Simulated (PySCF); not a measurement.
C5H9Si (charge +1).
SMILES with atom numbers: `[CH:1]#[C:2][CH2:3][Si+:4]([CH3:5])[CH3:6]` (hydrogens: H7 on C1; H8, H9 on C3; H10, H11, H12 on C5; H13, H14, H15 on C6)

Cartesian coordinates in Å at the PBE0-D3(BJ)/def2-SVP level; atoms count from 1:
```xyz
15
C5H9Si angstrom
C      3.017    1.023   -0.179
C      2.191    0.141   -0.159
C      1.171   -0.887   -0.134
Si    -0.555   -0.226   -0.266
C     -0.800    1.570   -0.464
C     -1.970   -1.378   -0.152
H      3.770    1.793   -0.193
H      1.212   -1.500    0.791
H      1.298   -1.627   -0.952
H     -1.801    1.835   -0.832
H     -0.012    1.994   -1.109
H     -0.660    2.035    0.532
H     -2.632   -1.064    0.676
H     -2.578   -1.303   -1.072
H     -1.668   -2.424    0.000
```

Computed, not measured: core-valence-separated Tamm–Dancoff BHandHLYP/aug-pcX-1 (pcseg-1 on H, def2-SVPD on Si) in PySCF, non-relativistic, gas phase, PBE0-D3(BJ)/def2-SVP geometry. BHandHLYP without relativity tends to put these K edges a few eV too low, so spacings mean more than positions.

The lowest roots of each edge with f over 0.003 (five at most, numbered afresh; weaker and dark ones are left out), with transition dipoles (au) in the frame of the coordinates:

| root | edge | E (eV) | μx | μy | μz |
| --- | --- | --- | --- | --- | --- |
| 1 | C | 282.74 | 0.0016 | -0.0047 | -0.0205 |
| 2 | C | 283.46 | 0.0331 | -0.0314 | 0.0620 |
| 3 | C | 283.57 | 0.0555 | -0.0556 | -0.0536 |
| 4 | C | 283.58 | -0.0010 | 0.0035 | 0.0233 |
| 5 | C | 283.75 | 0.0218 | -0.0206 | 0.0498 |

Question: What are the oscillator strengths?

Answer: f = (2/3) ΔE |μ|², with ΔE in hartree (27.2114 eV):

| root | ΔE (Eh) | \|μ\|² (au) | f | core hole on |
| --- | --- | --- | --- | --- |
| 1 | 10.3905 | 0.000445 | 0.003 | C5 |
| 2 | 10.4169 | 0.005926 | 0.041 | C1 |
| 3 | 10.4212 | 0.009045 | 0.063 | C1 |
| 4 | 10.4215 | 0.000556 | 0.004 | C3 |
| 5 | 10.4278 | 0.003380 | 0.024 | C1 |

Question: Molecules are fixed in this frame and the field points along (1, 0, −1)/√2. What effective strengths 3 f cos²θ do the roots have (θ between field and μ)?

Answer: root 1 (C5): 0.005, root 2 (C1): 0.009, root 3 (C1): 0.124, root 4 (C3): 0.006, root 5 (C1): 0.008. Root 3 is the strongest. Averaged over all orientations cos²θ is 1/3, which gives f back.

One conformer stands for the species.
